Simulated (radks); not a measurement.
Coulomb parameter of the 4d shell of the molybdenum ion Mo3+ in the model configuration [Kr] 4d2 5s1, as a second difference U = [E(n + 0.5) + E(n - 0.5) - 2 E(n)] / (0.5)^2 with all orbitals relaxed. "Bare": the charge of the atom changes with n. "Screened": the 5s shell takes up the change at fixed total charge, which measures U(4d,4d) + U(5s,5s) - 2 U(4d,5s). Calculated with a radial shooting solver on a logarithmic mesh with Libxc functionals: Dirac Kohn-Sham, PBE, spin-unpolarised, spherical densities, finite nucleus; open shells are shared between the two j in proportion to 2j + 1; Fermi nuclear charge, rms radius 4.4091 fm. Estimate both.

Answer. U(bare) = 13.138 eV, U(screened by 5s) = 1.640 eV.
